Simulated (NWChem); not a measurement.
# BHSeF$_{2}$; SMILES FB(F)[SeH]

```xyz
5

B      0.0047    -0.9491     0.0000
F      1.1359    -1.6238     0.0000
F     -1.1272    -1.6234     0.0000
Se     0.0601     0.9899     0.0000
H     -1.4037     1.1153     0.0000
```
Atoms are numbered in this order, from 1.

Computed with NWChem. Pople sets run with spherical d functions. STO-3G and 3-21G are far too small for this property and stand as cheap habits. Coordinates come from a PBE0/def2-SVP optimisation. Field at 589 nm.

Task: Order these runs by computing time, cheapest first, and give rough ratios: B3LYP/STO-3G; B3LYP/aug-cc-pVDZ; B3LYP/def2-SVP.

Result: B3LYP/STO-3G (1), B3LYP/def2-SVP (7), B3LYP/aug-cc-pVDZ (70). Ratios are rough, from one shared machine; the cheapest took very roughly 9 core-seconds. What differs between the cheapest and the dearest: isotropic polarisability (bohr³) 15.8 → 43.7; anisotropy (bohr³) 18.0 → 13.7.
